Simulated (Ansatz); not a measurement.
Au3⁺. Charge 1, multiplicity 1. Geometry PBE0-D4/def2-TZVP.

Cartesian coordinates in Å:
```
Au -1.180 -0.961 -0.085
Au 0.864 0.036 1.255
Au 0.316 0.924 -1.170
```

In the def2 sets Au takes a core potential; there is no spin–orbit coupling. B3LYP takes the VWN-RPA correlation. HSE06 is defined as in plane-wave codes, on full-range PBE exchange. The structure comes from a short search, and lower isomers may exist.

Task: Estimate the orbital energies around the gap (eV) in Ansatz with HF/def2-TZVP, PBE-D4/def2-TZVP, B3LYP-D4/def2-TZVP, PBE0-D4/def2-TZVP, HSE06-D4/def2-TZVP.

Result: 
```tsv
orbital	HF/def2-TZVP	PBE-D4/def2-TZVP	B3LYP-D4/def2-TZVP	PBE0-D4/def2-TZVP	HSE06-D4/def2-TZVP
HOMO−13	-19.35	-14.29	-15.45	-15.71	-15.31
HOMO−12	-19.19	-13.91	-15.15	-15.43	-15.03
HOMO−11	-18.47	-13.46	-14.59	-14.85	-14.44
HOMO−10	-18.35	-13.12	-14.36	-14.63	-14.22
HOMO−9	-18.35	-13.12	-14.36	-14.63	-14.22
HOMO−8	-17.44	-12.46	-13.63	-13.88	-13.48
HOMO−7	-17.44	-12.46	-13.63	-13.88	-13.48
HOMO−6	-17.28	-12.44	-13.44	-13.68	-13.28
HOMO−5	-17.16	-12.26	-13.44	-13.68	-13.28
HOMO−4	-17.16	-12.26	-13.41	-13.67	-13.27
HOMO−3	-17.10	-12.21	-13.39	-13.64	-13.24
HOMO−2	-17.10	-12.21	-13.39	-13.64	-13.24
HOMO−1	-16.03	-12.20	-13.20	-13.29	-12.91
HOMO	-14.19	-11.71	-12.72	-12.91	-12.52
LUMO	-4.89	-9.49	-8.82	-8.45	-8.82
LUMO+1	-4.89	-9.49	-8.82	-8.45	-8.82
LUMO+2	-3.04	-5.92	-5.54	-5.25	-5.59
LUMO+3	-2.16	-5.25	-4.79	-4.47	-4.80
LUMO+4	-1.69	-4.89	-4.43	-4.11	-4.45
LUMO+5	-1.69	-4.89	-4.43	-4.11	-4.45
```
